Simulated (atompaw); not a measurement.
**Cutoff test, tungsten (W), PAW (atompaw)**

tungsten, PAW, made with atompaw 4.2.0.5 (PBEsol, scalar-relativistic). Core [Xe] 4f14, reference 5d4 6s1 6p0 (charge +1). Waves: 6s (bound): rc 2.75 bohr; 6s channel at 3.05 Ry: rc 3.00 bohr; 6p (bound, empty): rc 3.00 bohr; 6p channel at 4.55 Ry: rc 3.00 bohr; 5d (bound): rc 3.00 bohr; 5d channel at -0.55 Ry: rc 2.70 bohr. Local part: bessel scheme, radius 2.45 bohr. Core correction: smooth core density matched at 2.15 bohr. Augmentation charge: sinc compensation charge, radius 2.80 bohr; PAW radius 3.00 bohr; waves and projectors: custom rrkj gramschmidtortho.

The pseudo-atom Hamiltonian at the reference potential is diagonalised in spherical Bessel functions j_l(qr) that vanish at 20 bohr, with q² up to the cutoff. All-electron valence levels (Ry): 6s -0.8985, 6p -0.4983, 5d -0.8654.

Question: How do the lowest levels (Ry) of each channel move with the cutoff, and are there ghosts?

Answer:

| cutoff (Ry) | s #1 | s #2 | p #1 | p #2 | d #1 | d #2 | f #1 | f #2 | Σ f·Δε (mRy) |
| --- | --- | --- | --- | --- | --- | --- | --- | --- | --- |
| 8 | -0.8984 | -0.2368 | -0.4982 | -0.1472 | -0.8573 | -0.1540 | -0.0601 | 0.0316 | 32.6 |
| 10 | -0.8985 | -0.2368 | -0.4982 | -0.1472 | -0.8640 | -0.1567 | -0.0601 | 0.0316 | 5.7 |
| 12 | -0.8985 | -0.2368 | -0.4983 | -0.1472 | -0.8652 | -0.1585 | -0.0601 | 0.0316 | 1.1 |
| 15 | -0.8985 | -0.2368 | -0.4983 | -0.1472 | -0.8652 | -0.1594 | -0.0601 | 0.0316 | 1.0 |
| 18 | -0.8985 | -0.2368 | -0.4983 | -0.1472 | -0.8654 | -0.1596 | -0.0601 | 0.0316 | 0.3 |
| 21 | -0.8985 | -0.2368 | -0.4983 | -0.1472 | -0.8654 | -0.1596 | -0.0601 | 0.0316 | 0.1 |
| 400 | -0.8985 | -0.2368 | -0.4983 | -0.1472 | -0.8655 | -0.1596 | -0.0601 | 0.0316 | 0.0 |

Result: no extra level below or beside the all-electron valence levels (s, p, d, f tested); 10 mRy is reached at 10 Ry and 1 mRy at 15 Ry.
